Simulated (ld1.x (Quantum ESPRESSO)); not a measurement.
## Cd (Z = 48): excitation energies, all-electron against TM

```
Element                 : Cd
Generator               : ld1.x (Quantum ESPRESSO) 7.5
Type                    : norm-conserving Troullier–Martins (Kleinman–Bylander form)
Functional              : Wu–Cohen
Relativity              : scalar-relativistic
Frozen core             : [Ar] 3d10 4s2
Valence charge          : 18
Reference configuration : 4p6 4d10 5s2 5p0
Partial waves           : 5s (bound): rc 2.45 bohr; 4p (bound): rc 1.60 bohr; 4d (bound): rc 1.50 bohr
Local potential         : all-electron potential smoothed inside 1.75 bohr (lloc = -1)
Core correction         : a·sin(br)/r model core inside 1.35 bohr
```

Energies are relative to the spin-unpolarised reference configuration 4p6 4d10 5s2 5p0; without spin polarisation the order of configurations can differ from experiment. The frozen-core shift is the all-electron ΔE with the core orbitals held at their reference shape minus the fully relaxed ΔE.

```csv
valence configuration,charge,ΔE all-electron (eV),error AE − PS (meV),frozen-core shift (meV)
4p6 4d10 5s1 5p0,+1,9.313,-7.1,+1.9
4p6 4d10 5s0 5p0,+2,26.404,-37,+5.4
4p6 4d9 5s0 5p0,+3,64.426,-2.6,+14
4p6 4d10 5s0 5p2,0,9.835,-65,+1.7
4p6 4d10 5s0 5p1,+1,15.203,-58,+2.8
4p6 4d8 5s0 5p0,+4,118.495,+5.9,+65
```

(1) What are ΔE and the potential's error for 4p5 4d10 5s2 5p0?

Note: ghost state, extra bound levels that the all-electron valence spectrum of the same l lacks: s at -33.5 eV. A true bound ghost makes a file unfit for plane-wave use.

Results:

(1) ΔE = 74.166 eV all-electron; the error (AE − PS) is -220 meV.
